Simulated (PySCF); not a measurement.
**NaBe: frontier orbitals**

PBE0 at R = 2.907 Å; PySCF, no relativity, basis sets Na aug-cc-pVDZ, Be aug-cc-pVDZ. State: doublet, unpaired electrons π ↑, a second solution, started from another occupation. Only the outer orbitals are listed, counted within each symmetry.

```tsv
spin	orbital	occ.	ε (eV)	on Na (%)	main shells (%)
α	1π	1	-33.36	100	100 Na p
α	1π	1	-33.34	100	100 Na p
α	4σ	1	-33.32	100	100 Na p
α	5σ	1	-6.08	13	86 Be s, 10 Na s
α	2π	1	-2.55	28	72 Be p, 25 Na p
α	6σ	0	-2.32	75	66 Na s, 19 Be p
α	2π	0	-0.96	45	55 Be p, 44 Na p
α	7σ	0	-0.76	46	44 Na p, 36 Be p, 17 Be s
β	1π	1	-33.36	100	100 Na p
β	4σ	1	-33.32	100	100 Na p
β	1π	1	-33.32	100	100 Na p
β	5σ	1	-5.45	19	79 Be s, 15 Na s
β	6σ	0	-2.10	75	62 Na s, 15 Be p, 12 Na p
β	2π	0	-0.81	49	51 Be p, 48 Na p
β	7σ	0	-0.58	44	40 Na p, 37 Be p, 19 Be s
```

Question: Which are the highest filled and the lowest empty level, where do they sit, and how wide is the gap?

Answer: Highest filled α 2π at -2.55 eV (in %: 72 Be p, 25 Na p); lowest empty α 6σ at -2.32 eV (in %: 66 Na s, 19 Be p); the gap at PBE0 is 0.23 eV.

| Quantity | Value |
| --- | --- |
| bond order (Mayer) | 0.95 |
| ⟨S²⟩ | 0.763 |
| charge on Na (Mulliken, basis-dependent) | 0.39 |
| charge on Na (Löwdin, basis-dependent) | 0.21 |
| dipole moment (positive dipole means Na(−)Be(+)) | -6.55 D |
